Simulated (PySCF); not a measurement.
Mg(Cl)(OH) (ClHMgO), SMILES [OH][Mg][Cl]. Geometry: PBE-D3(BJ)/def2-TZVP. One conformer was computed; it need not be the lowest.

Problem. Give the equilibrium geometry at PBE-D3(BJ)/def2-TZVP (PySCF confirms it by a frequency run) as a Z-matrix, and its point group. (An estimate is asked for; the answer gives what the named calculation found.)

Solution. This is not unique; one that fits is point group Cs.
```
Mg
O 1 1.7893
H 2 0.9609 1 141.69
Cl 1 2.1894 3 171.07 2 180.00
```
